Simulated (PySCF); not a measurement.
FH5OSi2, AlBFH4Si, AlFH5NSi, AlFH3NSi and others (calculated)

All values are calculated (PySCF 2.14.0). Calculation on a computer-drawn molecule: the log of a Hartree-Fock and frozen-core CCSD(T) single point meant for a local Hartree-Fock minimum, with one planted fault or none, to be diagnosed. Offsets are logged minus clean, where the clean run is the same molecule without the fault. The reference is restricted for singlets and unrestricted otherwise, and also for a bond in bohr or an excited solution. Adding or removing an electron swaps singlet and doublet. The excited solution moves the top pair (singlet) or top alpha electron (doublet) to the lowest empty orbital. Highest occupied and lowest empty are orbital energies over both spins, largest force is the largest gradient component, triples share is (T) over the correlation energy, the T1 limit is 0.02 restricted and 0.045 unrestricted, electrons count all cores, a negative frequency is imaginary (commonest isotopes), and the dipole is about the centre of nuclear charge.

Common to all runs: logged SCF converged yes; possible faults no fault, one electron removed, one electron added, multiplicity raised by two, geometry at a saddle point, SCF held on an excited solution, minimal basis STO-3G, one bond length entered in bohr, all coordinates scaled.

(1) FH5OSi2

Logged structure:
```xyz
9
FH5OSi2
F     -3.2092     1.0532    -0.7014
Si    -1.9352     0.1031    -0.9672
O     -1.1160    -0.0672     0.4190
Si    -0.8122     0.2400     2.0115
H     -1.1013     0.7661    -1.9752
H     -2.4454    -1.1956    -1.4182
H     -0.6243     1.6906     2.2131
H      0.4175    -0.4810     2.3890
H     -1.9429    -0.2324     2.8346
```

* meant charge: 0
* meant multiplicity: 1
* meant basis: cc-pV(D+d)Z
* logged electrons: 49
* logged basis functions: 99
* logged spin squared: 0.7715
* logged highest occupied: -18.514 eV
* logged lowest empty: -8.8373 eV
* logged largest force: 0.10489 hartree/bohr
* logged T1 diagnostic: 0.055126
* logged D1 diagnostic: 0.37505
* logged triples share: 0.023143
* logged CC converged: yes
* logged dipole magnitude: 3.3451 debye
* logged SCF stable within its kind: yes
* logged energy HF: -754.83933 hartree
* logged energy CCSD(T): -755.4462 hartree
* planted fault: one electron removed
* HF energy offset from clean run: 253.3 kcal/mol
* CCSD(T) energy offset from clean run: 261.4 kcal/mol

Drawn bonds:
```
atom  other atom  order
   1           2      1
   2           3      1
   3           4      1
   2           5      1
   2           6      1
   4           7      1
   4           8      1
   4           9      1
```

Notes: T1 above single-reference limit.

(2) AlBFH4Si

Logged structure:
```xyz
8
AlBFH4Si
F      0.7443    -0.4241    -2.6804
Si     0.9288     0.7626    -1.6225
B     -0.6776     0.3700    -0.3324
Al    -2.4378    -0.1336     1.0036
H      0.6978     2.0747    -2.2278
H      2.1620     0.6170    -0.8481
H     -2.0275    -1.1060     2.1471
H     -3.7339     0.5913     0.5387
```

* meant charge: 1
* meant multiplicity: 1
* meant basis: cc-pV(D+d)Z
* logged electrons: 43
* logged basis functions: 94
* logged spin squared: 0.7806
* logged highest occupied: -21.699 eV
* logged lowest empty: -14.256 eV
* logged largest force: 0.060881 hartree/bohr
* logged T1 diagnostic: 0.026417
* logged D1 diagnostic: 0.10779
* logged triples share: 0.024261
* logged CC converged: yes
* logged dipole magnitude: 8.5584 debye
* logged SCF stable within its kind: yes
* logged energy HF: -656.45329 hartree
* logged energy CCSD(T): -656.89324 hartree
* planted fault: one electron removed
* HF energy offset from clean run: 353.8 kcal/mol
* CCSD(T) energy offset from clean run: 359.6 kcal/mol

Drawn bonds:
```
atom  other atom  order
   1           2      1
   2           3      1
   3           4      1
   2           5      1
   2           6      1
   4           7      1
   4           8      1
```

(3) AlFH5NSi

Logged structure:
```xyz
9
AlFH5NSi
F     -2.1898    -0.4087     1.1033
Si    -0.8502    -1.1960     0.6470
N      0.3554    -0.1177     0.0974
Al     0.8324     0.3808    -1.5581
H     -1.2451    -2.0915    -0.4500
H     -0.4102    -1.9331     1.8433
H      0.8404     0.3537     0.8458
H      0.1021    -0.2895    -2.7796
H      1.9755     1.4559    -1.6965
```

* meant charge: 0
* meant multiplicity: 1
* meant basis: cc-pV(D+d)Z
* logged electrons: 47
* logged basis functions: 99
* logged spin squared: 0.8384
* logged highest occupied: -16.502 eV
* logged lowest empty: -9.6842 eV
* logged largest force: 0.072031 hartree/bohr
* logged T1 diagnostic: 0.024304
* logged D1 diagnostic: 0.098594
* logged triples share: 0.023356
* logged CC converged: yes
* logged dipole magnitude: 11.711 debye
* logged SCF stable within its kind: yes
* logged energy HF: -687.38769 hartree
* logged energy CCSD(T): -687.94386 hartree
* planted fault: one electron removed
* HF energy offset from clean run: 248 kcal/mol
* CCSD(T) energy offset from clean run: 259.2 kcal/mol

Drawn bonds:
```
atom  other atom  order
   1           2      1
   2           3      1
   3           4      1
   2           5      1
   2           6      1
   3           7      1
   4           8      1
   4           9      1
```

(4) AlFH3NSi

Logged structure:
```xyz
7
AlFH3NSi
F     -0.8484     2.9465     0.8826
Si     0.1103     1.9860    -0.2542
N      1.2603     1.0114     0.8393
Al     1.4017     1.0290     2.8337
H      0.8476     3.0204    -1.2425
H     -0.9212     1.0885    -1.1033
H      1.9468     0.3388     0.2979
```

- meant charge: 0
- meant multiplicity: 1
- meant basis: cc-pV(D+d)Z
- logged electrons: 46
- logged basis functions: 89
- logged spin squared: 0
- logged highest occupied: -8.7011 eV
- logged lowest empty: 1.1772 eV
- logged largest force: 0.043217 hartree/bohr
- logged T1 diagnostic: 0.016636
- logged D1 diagnostic: 0.05039
- logged triples share: 0.02588
- logged CC converged: yes
- logged dipole magnitude: 2.7945 debye
- logged SCF stable within its kind: yes
- logged energy HF: -686.55987 hartree
- logged energy CCSD(T): -687.12009 hartree
- planted fault: all coordinates scaled, by +9.1 %
- HF energy offset from clean run: 30.48 kcal/mol
- CCSD(T) energy offset from clean run: 21.88 kcal/mol

Drawn bonds:
```
atom  other atom  order
   1           2      1
   2           3      1
   3           4      1
   2           5      1
   2           6      1
   3           7      1
```

(5) AlFH2OSi

Logged structure:
```xyz
6
AlFH2OSi
F     -1.3431    -0.8333     0.0690
Si    -3.2076     1.4103    -0.8153
O     -2.5978     2.8283    -0.3338
Al    -1.8082     4.2311     0.2490
H     -4.5085     1.1519    -0.1823
H     -3.2875     1.3395    -2.2810
```

- meant charge: 0
- meant multiplicity: 1
- meant basis: cc-pV(D+d)Z
- logged electrons: 46
- logged basis functions: 84
- logged spin squared: 0.9059
- logged highest occupied: -8.5273 eV
- logged lowest empty: 1.393 eV
- logged largest force: 0.015251 hartree/bohr
- logged T1 diagnostic: 0.064167
- logged D1 diagnostic: 0.40222
- logged triples share: 0.0246
- logged CC converged: yes
- logged dipole magnitude: 0.94948 debye
- logged SCF stable within its kind: yes
- logged energy HF: -706.31925 hartree
- logged energy CCSD(T): -706.84389 hartree
- planted fault: one bond length entered in bohr, row 1 of the drawn bonds
- HF energy offset from clean run: 111.1 kcal/mol
- CCSD(T) energy offset from clean run: 127 kcal/mol

Drawn bonds:
```
atom  other atom  order
   1           2      1
   2           3      1
   3           4      1
   2           5      1
   2           6      1
```

Notes: T1 above single-reference limit.

(6) FH4Si2

Logged structure:
```xyz
7
FH4Si2
F     -1.1745     2.3650     0.0517
Si    -0.6719     1.3335    -1.1377
Si     1.4600     0.3730    -0.7409
H     -1.8870     0.4637    -1.2991
H     -0.7029     2.2009    -2.3644
H      0.9572    -0.8196     0.0784
H      1.4492    -0.3221    -2.1107
```

* meant charge: -1
* meant multiplicity: 1
* meant basis: aug-cc-pV(D+d)Z
* logged electrons: 42
* logged basis functions: 123
* logged spin squared: 2.0082
* logged highest occupied: 0.78724 eV
* logged lowest empty: 2.8367 eV
* logged largest force: 0.03563 hartree/bohr
* logged T1 diagnostic: 0.057275
* logged D1 diagnostic: 0.34759
* logged triples share: 0.027592
* logged CC converged: yes
* logged dipole magnitude: 13.619 debye
* logged SCF stable within its kind: yes
* logged energy HF: -679.61752 hartree
* logged energy CCSD(T): -680.08037 hartree
* planted fault: multiplicity raised by two
* HF energy offset from clean run: 52.9 kcal/mol
* CCSD(T) energy offset from clean run: 70.84 kcal/mol

Drawn bonds:
```
atom  other atom  order
   1           2      1
   2           3      1
   2           4      1
   2           5      1
   3           6      1
   3           7      1
```

Notes: T1 above single-reference limit; highest electron not bound in this basis.

(7) F2H4Si2

Logged structure:
```xyz
8
F2H4Si2
F     -0.5434    -2.7187     0.8967
Si    -0.3130    -1.1131     0.9693
Si    -1.7456    -0.2809     2.6494
F     -1.5051     1.3228     2.7309
H      1.1077    -0.8762     1.2871
H     -0.6322    -0.5523    -0.3572
H     -1.4336    -0.8504     3.9738
H     -3.1670    -0.5067     2.3264
```

- meant charge: 0
- meant multiplicity: 1
- meant basis: cc-pV(D+d)Z
- logged electrons: 50
- logged basis functions: 94
- logged spin squared: 2.0053
- logged highest occupied: -5.6145 eV
- logged lowest empty: -2.5277 eV
- logged largest force: 0.027188 hartree/bohr
- logged T1 diagnostic: 0.021173
- logged D1 diagnostic: 0.11363
- logged triples share: 0.021414
- logged CC converged: yes
- logged dipole magnitude: 0.0092606 debye
- logged SCF stable within its kind: yes
- logged energy HF: -778.9884 hartree
- logged energy CCSD(T): -779.61074 hartree
- planted fault: multiplicity raised by two
- HF energy offset from clean run: 128 kcal/mol
- CCSD(T) energy offset from clean run: 125.4 kcal/mol

Drawn bonds:
```
atom  other atom  order
   1           2      1
   2           3      1
   3           4      1
   2           5      1
   2           6      1
   3           7      1
   3           8      1
```

(8) FH5Si2

Logged structure:
```xyz
8
FH5Si2
F     -1.7883     0.9642    -1.6677
Si    -1.0570     2.2135    -0.9323
Si     0.9672     1.4611     0.0210
H     -1.9886     2.7291     0.0910
H     -0.8294     3.2547    -1.9545
H      0.7008     0.4005     1.0203
H      1.6311     2.6048     0.6928
H      1.8641     0.9308    -1.0319
```

* meant charge: 0
* meant multiplicity: 1
* meant basis: cc-pV(D+d)Z
* logged electrons: 42
* logged basis functions: 85
* logged spin squared: 2.0071
* logged highest occupied: -4.8372 eV
* logged lowest empty: -2.3039 eV
* logged largest force: 0.029044 hartree/bohr
* logged T1 diagnostic: 0.021435
* logged D1 diagnostic: 0.10297
* logged triples share: 0.02244
* logged CC converged: yes
* logged dipole magnitude: 2.4455 debye
* logged SCF stable within its kind: yes
* logged energy HF: -680.05164 hartree
* logged energy CCSD(T): -680.49419 hartree
* planted fault: multiplicity raised by two
* HF energy offset from clean run: 138.4 kcal/mol
* CCSD(T) energy offset from clean run: 140.1 kcal/mol

Drawn bonds:
```
atom  other atom  order
   1           2      1
   2           3      1
   2           4      1
   2           5      1
   3           6      1
   3           7      1
   3           8      1
```

(9) FH5Si2

Structure as in entry 8.

* meant charge: 0
* meant multiplicity: 1
* meant basis: cc-pV(D+d)Z
* logged electrons: 41
* logged basis functions: 85
* logged spin squared: 0.7586
* logged highest occupied: -18.802 eV
* logged lowest empty: -9.0761 eV
* logged largest force: 0.097118 hartree/bohr
* logged T1 diagnostic: 0.020454
* logged D1 diagnostic: 0.097109
* logged triples share: 0.021558
* logged CC converged: yes
* logged dipole magnitude: 4.0104 debye
* logged SCF stable within its kind: yes
* logged energy HF: -679.89977 hartree
* logged energy CCSD(T): -680.33014 hartree
* planted fault: one electron removed
* HF energy offset from clean run: 233.7 kcal/mol
* CCSD(T) energy offset from clean run: 243 kcal/mol

Drawn bonds:
```
atom  other atom  order
   1           2      1
   2           3      1
   2           4      1
   2           5      1
   3           6      1
   3           7      1
   3           8      1
```

(10) ClFH3Si2

Logged structure:
```xyz
7
ClFH3Si2
F      0.3886     1.3285     0.8387
Si     1.0179     1.0728    -0.6329
Si     0.9858    -1.2545    -1.0076
Cl     1.9008    -1.6229    -2.8462
H      0.2019     1.8231    -1.6051
H      2.4054     1.5670    -0.6351
H     -0.3673    -1.8497    -1.0552
```

- meant charge: 0
- meant multiplicity: 2
- meant basis: cc-pV(D+d)Z
- logged electrons: 57
- logged basis functions: 98
- logged spin squared: 0.7869
- logged highest occupied: -4.621 eV
- logged lowest empty: -1.8207 eV
- logged largest force: 0.057205 hartree/bohr
- logged dipole magnitude: 1.3037 debye
- logged SCF stable within its kind: no
- logged energy HF: -1138.47405 hartree
- planted fault: SCF held on an excited solution
- HF energy offset from clean run: 101.5 kcal/mol

Drawn bonds:
```
atom  other atom  order
   1           2      1
   2           3      1
   3           4      1
   2           5      1
   2           6      1
   3           7      1
```

Notes: coupled-cluster numbers left out as unreliable.
